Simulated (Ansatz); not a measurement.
The cluster Cs₄. Charge 0, multiplicity 3. Geometry r2SCAN/def2-TZVPD, that of the charge -1 doublet; atoms count from 1.

Cartesian coordinates in Å:
```
Cs 2.438 -3.731 1.042
Cs -5.539 1.881 -2.272
Cs -1.047 0.341 0.015
Cs 4.147 1.509 1.215
```

In the def2 sets Cs takes a core potential; there is no spin–orbit coupling. At PBE0/def2-TZVPD a singlet of charge 0 lies 0.13 eV below the triplet at the same geometry. The structure comes from a short search, and lower isomers may exist.

(1) Estimate the Mulliken populations from the PBE0/def2-TZVPD orbitals of Ansatz.

(2) Where does the spin sit?

(3) And the Mayer bond orders between bonded heavy atoms (over 0.3)?

## Answers

(1) 
| atom | charge (e) | spin (α − β) |
| --- | --- | --- |
| Cs1 | -0.16 | 0.79 |
| Cs2 | -0.27 | 1.03 |
| Cs3 | 0.58 | -0.62 |
| Cs4 | -0.16 | 0.79 |
Mulliken values and Mayer orders depend strongly on the basis. With diffuse functions, as here, like atoms can get unlike values, and bond orders can come out too low or too high.

(2) Summed by element: Cs 2.00, of 2 unpaired in all. Largest on single atoms: Cs2 1.03, Cs1 0.79, Cs4 0.79.

(3) Cs1–Cs4 0.37 (5.51 Å).
